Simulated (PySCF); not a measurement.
Planning an EPR job on `CB/C=[C]\CC(F)(F)F` [radical].

Method: UKS B3LYP, pcH-1 on B C F H, non-relativistic, mean-field spin-orbit, GIAO (PySCF 2.14.0). Geometry: GFN2-xTB. Work: unrestricted SCF, g, hyperfine, density and orbital grids written, density fitting. The command runs a driver script over a list of jobs; the input below is this job's line of settings and its coordinates in Å.

Command:
```bash
OMP_NUM_THREADS=1 python probes_run.py task.json out
```

Input:
```
{"job": {"kind": "epr", "basis": "pcH-1"}, "charge": 0, "multiplicity": 2}
C      2.830647     0.471871     0.592452
B      1.413335     0.364414    -0.065300
C      0.672241    -1.010023    -0.033194
C     -0.602646    -1.176519    -0.261769
C     -1.757595    -0.335534    -0.601024
C     -2.423926     0.167950     0.668512
F     -1.602982     0.910688     1.424187
F     -3.487524     0.944595     0.393584
F     -2.872529    -0.823516     1.448248
H      3.092208     1.485327     0.887396
H      3.576828     0.159667    -0.141411
H      2.963102    -0.179087     1.454231
H      0.908074     1.269272    -0.609321
H      1.256597    -1.879681     0.251222
H     -1.466719     0.545256    -1.190400
H     -2.506711    -0.905737    -1.158890
```

Hardware: Arm Neoverse V2, one thread, no GPU, shared host. PySCF's memory limit was set to 1600 MB.

How large is the basis?

295 functions.

Estimate the wall time.

About 1.7 min. CPU seconds by part: SCF 49, spin–orbit mean field 3.3, g tensor 42, hyperfine 0.3.

Estimate the peak memory.

About 1.1 GiB. Peak memory is the resident size of the whole Python process, interpreter and libraries included.

At this speed, how long would 20000 such jobs take on 32 cores, one job a core?

20000/32 gives 625 rounds of 1.7 min, about 18 h of wall time and 570 core-hours, if the jobs don't slow each other.

Other jobs ran on the host; a repeat could differ by tens of per cent or more.

The run converged: ⟨S²⟩ 0.759; g_iso 2.0021.
